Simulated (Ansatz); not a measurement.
Steps of a relaxation of F2OSW, SMILES `[O]=[W]([F])([F])=[S]` with RKS PBE-D4/def2-SVP.

```sh
$ ansatz run in.yaml --threads 4 --pin off --events-out ev --progress --plain --max-ram 10444MiB
```

```yaml
crystal:
  periodic: [false, false, false]
  atoms:
    - {symbol: O, position_ang: [-0.790600, -1.057900, 1.774400]}
    - {symbol: W, position_ang: [-0.129000, 0.012000, -0.135900]}
    - {symbol: F, position_ang: [2.159700, -0.233700, 0.346400]}
    - {symbol: F, position_ang: [-1.207800, -0.938000, -1.425700]}
    - {symbol: S, position_ang: [0.017600, 2.144000, -0.600700]}
basis:
  gaussian: {orbitals: def2-SVP}
hamiltonian: {xc: pbe, dispersion: d4}
relax: {f_tol: 0.03, max_steps: 200}
```

Positions (Å) and forces (eV/Å) along the path, 8 of 8 steps:

```xyz
5
step=1 energy=-20122.1086 eV
O    -0.791   -1.058    1.774    1.735    4.082   -5.728
W    -0.129    0.012   -0.136    2.322   -4.143    4.875
F     2.160   -0.234    0.346   -4.611    0.285   -1.230
F    -1.208   -0.938   -1.426    1.371    1.376    1.288
S     0.018    2.144   -0.601   -0.817   -1.600    0.795
5
step=2 energy=-20125.5271 eV
O    -0.745   -0.943    1.623    2.034    4.092   -5.572
W    -0.064   -0.075   -0.029    1.632   -3.271    4.102
F     2.029   -0.228    0.311   -4.264   -0.075   -0.962
F    -1.162   -0.899   -1.382    1.401    0.873    1.273
S    -0.008    2.072   -0.565   -0.803   -1.619    1.158
5
step=3 energy=-20127.3701 eV
O    -0.684   -0.831    1.476   -0.609    1.016    0.903
W    -0.032   -0.143    0.061    2.598    0.502   -3.123
F     1.920   -0.239    0.292   -2.422   -0.483   -0.408
F    -1.123   -0.884   -1.346    1.253    0.408    1.210
S    -0.031    2.023   -0.524   -0.819   -1.442    1.419
5
step=4 energy=-20128.0693 eV
O    -0.703   -0.637    1.472    0.765    0.804   -1.438
W     0.059   -0.177   -0.035   -2.083    1.204    1.759
F     1.855   -0.319    0.239    1.639   -0.659   -0.005
F    -1.032   -0.902   -1.335   -0.109   -0.648   -0.743
S    -0.128    1.962   -0.382   -0.212   -0.700    0.428
5
step=5 energy=-20128.2843 eV
O    -0.704   -0.566    1.470    0.193    0.545   -0.481
W     0.034   -0.103   -0.020   -0.446   -0.643    0.728
F     1.848   -0.437    0.182    0.437   -0.116   -0.094
F    -0.941   -0.966   -1.346   -0.020   -0.133   -0.312
S    -0.187    1.999   -0.327   -0.163    0.347    0.159
5
step=6 energy=-20128.3212 eV
O    -0.723   -0.469    1.482   -0.012   -0.185    0.078
W     0.032   -0.126   -0.012    0.002    0.259   -0.077
F     1.866   -0.476    0.139   -0.111   -0.001   -0.003
F    -0.902   -0.995   -1.383    0.054    0.030    0.091
S    -0.223    1.992   -0.268    0.067   -0.103   -0.088
5
step=7 energy=-20128.3263 eV
O    -0.722   -0.493    1.486   -0.004    0.000    0.007
W     0.028   -0.115   -0.006   -0.007    0.040   -0.002
F     1.855   -0.475    0.137    0.031   -0.007    0.008
F    -0.895   -0.990   -1.375   -0.020   -0.017   -0.020
S    -0.216    1.999   -0.284   -0.001   -0.017    0.007
5
step=8 energy=-20128.3263 eV
O    -0.721   -0.492    1.485    0.001    0.000   -0.002
W     0.028   -0.115   -0.007   -0.002    0.004    0.002
F     1.856   -0.475    0.138    0.003   -0.001    0.001
F    -0.897   -0.990   -1.375   -0.002   -0.001   -0.001
S    -0.216    1.999   -0.283    0.000   -0.001    0.000
```

Hardware: 4 threads of an Arm Neoverse V2 on a shared host. Wall time 8 s, peak host memory 0.15 GiB.
